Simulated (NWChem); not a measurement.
System: CH₃ClOSi, singlet; SMILES CO[Si]Cl

Excerpt of the output:

```
             Northwest Computational Chemistry Package (NWChem) 7.3.0
             --------------------------------------------------------

                             Geometry "geometry" -> ""
                             -------------------------

 Output coordinates in angstroms (scale by  1.889725989 to convert to a.u.)

  No.       Tag          Charge          X              Y              Z
 ---- ---------------- ---------- -------------- -------------- --------------
    1 Si                  14.0000     1.12717700     0.12032000    -0.00031000
    2 Cl                  17.0000    -0.48772200     1.50581900     0.00004400
    3 O                    8.0000     0.33975200    -1.32648000     0.00023200
    4 C                    6.0000    -0.99169400    -1.77684800     0.00123200
    5 H                    1.0000    -1.70275800    -0.93562600    -0.00241900
    6 H                    1.0000    -1.16463000    -2.40180500    -0.88861400
    7 H                    1.0000    -1.16584100    -2.39481500     0.89568300

 Effective nuclear repulsion energy (a.u.)     199.6023072251

  xc_inp: hfexch multiplicative factor not found.

                                 NWChem DFT Module
                                 -----------------

 Summary of "ao basis" -> "ao basis" (spherical)
 ------------------------------------------------------------------------------
       Tag                 Description            Shells   Functions and Types
 ---------------- ------------------------------  ------  ---------------------
 Si                          6-31g*                  8       18   4s3p1d
 Cl                          6-31g*                  8       18   4s3p1d
 O                           6-31g*                  6       14   3s2p1d
 C                           6-31g*                  6       14   3s2p1d
 H                           6-31g*                  2        2   2s

            General Information
            -------------------
          SCF calculation type: DFT
          Wavefunction type:  closed shell.
          No. of atoms     :     7
          No. of electrons :    48
           Alpha electrons :    24
            Beta electrons :    24
          Charge           :     0
          Spin multiplicity:     1
          Use of symmetry is: off; symmetry adaption is: off
          Maximum number of iterations: 150
          AO basis - number of functions:    70
                     number of shells:    34
          Convergence on energy requested:  1.00D-06
          Convergence on density requested:  1.00D-05
          Convergence on gradient requested:  5.00D-04

              XC Information
              --------------
                     Hartree-Fock (Exact) Exchange  1.000

      Superposition of Atomic Density Guess
      -------------------------------------

 Sum of atomic energies:        -862.17719424

      Non-variational initial energy
      ------------------------------

 Total energy =    -863.391648
 1-e energy   =   -1588.093227
 2-e energy   =     525.099272
 HOMO         =      -0.282054
 LUMO         =      -0.027554

     ---------------------------------------------
      Total Density - Mulliken Population Analysis
     ---------------------------------------------

    Atom       Charge   Shell Charges
 -----------   ------   -------------------------------------------------------
    1 Si  14    13.00   2.00  2.00  5.97  1.17  0.83  0.70  0.22  0.12
    2 Cl  17    17.52   2.00  2.00  5.98  1.38  3.74  0.57  1.84  0.01
    3 O    8     8.83   2.00  0.93  3.09  0.87  1.91  0.02
    4 C    6     6.23   2.00  0.70  1.84  0.63  1.00  0.06
    5 H    1     0.81   0.48  0.33
    6 H    1     0.80   0.48  0.33
    7 H    1     0.80   0.48  0.33

   convergence    iter        energy       DeltaE   RMS-Dens  Diis-err
 ---------------- ----- ----------------- --------- --------- ---------
 d= 0,ls=0.0,diis     1   -862.8662258631 -1.06D+03  8.58D-03  4.01D-01
 d= 0,ls=0.0,diis     2   -862.9096546554 -4.34D-02  2.80D-03  1.26D-01
 d= 0,ls=0.0,diis     3   -862.9224194830 -1.28D-02  1.10D-03  5.59D-03
 d= 0,ls=0.0,diis     4   -862.9233184906 -8.99D-04  3.85D-04  3.90D-04
 d= 0,ls=0.0,diis     5   -862.9234100763 -9.16D-05  1.69D-04  2.23D-05
  Resetting Diis
 d= 0,ls=0.0,diis     6   -862.9234206711 -1.06D-05  4.14D-05  1.24D-06
 d= 0,ls=0.0,diis     7   -862.9234213097 -6.39D-07  6.12D-06  8.65D-08

         Total DFT energy =     -862.923421309724
      One electron energy =    -1590.206766121529
           Coulomb energy =      590.150841160385
    Exchange-Corr. energy =      -62.469803573630
 Nuclear repulsion energy =      199.602307225050

 Numeric. integr. density =        0.000000000000

                       DFT Final Molecular Orbital Analysis
                       ------------------------------------

 Vector   22  Occ=2.000000D+00  E=-4.602309D-01
              MO Center= -3.5D-01,  1.3D+00,  2.9D-04, r^2= 1.9D+00
   Bfn.  Coefficient  Atom+Function         Bfn.  Coefficient  Atom+Function
  ----- ------------  ---------------      ----- ------------  ---------------
    26      0.613083  2 Cl py                30      0.351565  2 Cl py
    25      0.291170  2 Cl px                22     -0.238001  2 Cl py
    29      0.173271  2 Cl px                40      0.163418  3 O  py
    44      0.131322  3 O  py                21     -0.113002  2 Cl px
    39     -0.091713  3 O  px                43     -0.079254  3 O  px

 Vector   23  Occ=2.000000D+00  E=-4.576746D-01
              MO Center= -3.8D-01,  7.4D-01,  1.5D-04, r^2= 3.0D+00
   Bfn.  Coefficient  Atom+Function         Bfn.  Coefficient  Atom+Function
  ----- ------------  ---------------      ----- ------------  ---------------
    27      0.608765  2 Cl pz                31      0.373177  2 Cl pz
    41     -0.265857  3 O  pz                45     -0.240578  3 O  pz
    23     -0.237534  2 Cl pz                55      0.116674  4 C  pz
    67     -0.077727  6 H  s                 69      0.077938  7 H  s
    68     -0.075691  6 H  s                 70      0.075956  7 H  s

 Vector   24  Occ=2.000000D+00  E=-3.692812D-01
              MO Center=  1.2D+00,  4.3D-01, -4.1D-04, r^2= 2.9D+00
   Bfn.  Coefficient  Atom+Function         Bfn.  Coefficient  Atom+Function
  ----- ------------  ---------------      ----- ------------  ---------------
    10      0.468507  1 Si s                  6      0.439437  1 Si s
    25     -0.368571  2 Cl px                 7      0.359463  1 Si px
    29     -0.257706  2 Cl px                 2     -0.194135  1 Si s
    42     -0.144781  3 O  s                 21      0.142153  2 Cl px
     3     -0.136922  1 Si px                11      0.130610  1 Si px

 Vector   25  Occ=0.000000D+00  E= 4.316968D-02
              MO Center=  1.1D+00,  1.3D-01, -9.6D-05, r^2= 3.5D+00
   Bfn.  Coefficient  Atom+Function         Bfn.  Coefficient  Atom+Function
  ----- ------------  ---------------      ----- ------------  ---------------
    13      0.739772  1 Si pz                 9      0.438220  1 Si pz
    45     -0.251031  3 O  pz                31     -0.230715  2 Cl pz
    41     -0.189781  3 O  pz                 5     -0.175581  1 Si pz
    27     -0.173919  2 Cl pz                70      0.090383  7 H  s
    68     -0.089842  6 H  s                 23      0.067246  2 Cl pz

 Vector   26  Occ=0.000000D+00  E= 1.346495D-01
              MO Center=  1.4D+00,  6.8D-02, -4.5D-04, r^2= 4.6D+00
   Bfn.  Coefficient  Atom+Function         Bfn.  Coefficient  Atom+Function
  ----- ------------  ---------------      ----- ------------  ---------------
    12      1.095363  1 Si py                28     -0.778355  2 Cl s
    11     -0.623017  1 Si px                29     -0.452624  2 Cl px
    10      0.406694  1 Si s                 42      0.401344  3 O  s
     8      0.306789  1 Si py                30      0.258342  2 Cl py
    25     -0.179527  2 Cl px                56     -0.129794  4 C  s

[...]

                     NWChem Electrostatic Potential Fit Module
                     -----------------------------------------

 Atom parameters

 Number of atoms is                                    7
 Number of basis functions is                         70

 Grid parameters

 Maximum number of grid points is                  31333
 Number of grid points is                          31332
 Grid range                                     0.300000 nm
 Grid spacing                                   0.020000 nm
 Probe radius                                   0.070000 nm
 Atom radius factor                             1.000000

 Atomic radii

    1    0.100000
    6    0.147000
    8    0.136000
   14    0.187000
   17    0.169000
 FASTESP  F
  using M.O. file = ./job.movecs

    Atom              Coordinates                           Charge

                                                  ESP

    1 Si    0.112718    0.012032   -0.000031    0.262833
    2 Cl   -0.048772    0.150582    0.000004   -0.237685
    3 O     0.033975   -0.132648    0.000023   -0.344229
    4 C    -0.099169   -0.177685    0.000123    0.553353
    5 H    -0.170276   -0.093563   -0.000242   -0.034558
    6 H    -0.116463   -0.240181   -0.088861   -0.099504
    7 H    -0.116584   -0.239482    0.089568   -0.100211
                                            ------------
                                               -0.000000

 Dipole moment                                  0.649499

 Quadrupole moment Qxx                          8.059529
                   Qyy                         -9.747228
                   Qzz                          1.687699

 RMS deviation kJ/mol                           0.161999

 RRMS %                                        66.922073
```

Level: Hartree-Fock/6-31G* (spherical d). Low-valent species are run as closed-shell singlets; no triplet was tried in these runs. Coordinates come from a PBE0/def2-SVP optimisation.

### Question
Reconstruct the input file.

### Answer
One answer among several that fit: the input that was run:
```
start job
memory heap 200 mb stack 900 mb global 1100 mb
geometry units angstroms noautosym nocenter noautoz
  Si     1.127177     0.120320    -0.000310
  Cl    -0.487722     1.505819     0.000044
  O      0.339752    -1.326480     0.000232
  C     -0.991694    -1.776848     0.001232
  H     -1.702758    -0.935626    -0.002419
  H     -1.164630    -2.401805    -0.888614
  H     -1.165841    -2.394815     0.895683
end
basis spherical
  Si library 6-31g*
  Cl library 6-31g*
  O library 6-31g*
  C library 6-31g*
  H library 6-31g*
end
dft
  xc hfexch
  iterations 150
  mulliken
end
task dft energy
esp
  recalculate
  probe 0.07
  range 0.3
  factor 1.0
  spacing 0.02
end
task esp
```
